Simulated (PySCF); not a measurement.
C4H5ClSi, SMILES C#C[SiH2]C(=C)Cl.

The structure is a stationary point at PBE-D3(BJ)/def2-SVP. The structure was generated by enumeration, and PubChem lists no compound with its InChIKey, so it may never have been made. The values are those of a single conformer.

These are HF/def2-TZVP run with PySCF values and carry that method's errors.

Symmetry labels are those of the subgroup Cs that the program uses (full group Cs).

Task: List the valence orbital energies around the gap with their symmetry. (The exact figures need the calculation; the answer reports its results.)

Result: 
```tsv
orbital	symmetry	energy (eV)
HOMO−7	A'	-14.88
HOMO−6	A"	-14.36
HOMO−5	A'	-13.43
HOMO−4	A"	-13.22
HOMO−3	A'	-12.11
HOMO−2	A'	-11.10
HOMO−1	A"	-11.09
HOMO	A"	-10.13
LUMO	A"	2.82
LUMO+1	A'	2.92
LUMO+2	A"	3.53
LUMO+3	A'	4.03
```
